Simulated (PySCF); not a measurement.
W(O)(S)(OH)(SH) (H2O2S2W), SMILES [O]=[W]([OH])(=[S])[SH], multiplicity 1. Heavy atoms are numbered as in [W:1](=[O:2])(=[S:3])([OH:4])[SH:6]. Hydrogens are named by the atom that carries them.

Coordinates come from a B3LYP-D3(BJ)/def2-SVP optimisation. The spin state was assumed, not searched. The structure was generated by enumeration; whether it is a known compound was not checked. The def2 effective core potentials stand for the cores of W; spin–orbit coupling is left out. One conformer was computed; it need not be the lowest.

Level of theory: PySCF with PBE/def2-TZVP.

ESP charges are fitted to the potential on shells at 1.4 to 2.0 van der Waals radii. Atomic charges (e), one atom of each kind:

| atom | Mulliken | Löwdin | ESP fit |
|---|---|---|---|
| W1 | 1.05 | 0.05 | 0.54 |
| O2 | -0.39 | -0.24 | -0.29 |
| S3 | -0.29 | 0.10 | -0.17 |
| O4 (OH) | -0.55 | -0.25 | -0.43 |
| H on O4 | 0.35 | 0.18 | 0.38 |
| S6 (SH) | -0.35 | 0.08 | -0.25 |
| H on S6 | 0.18 | 0.07 | 0.22 |
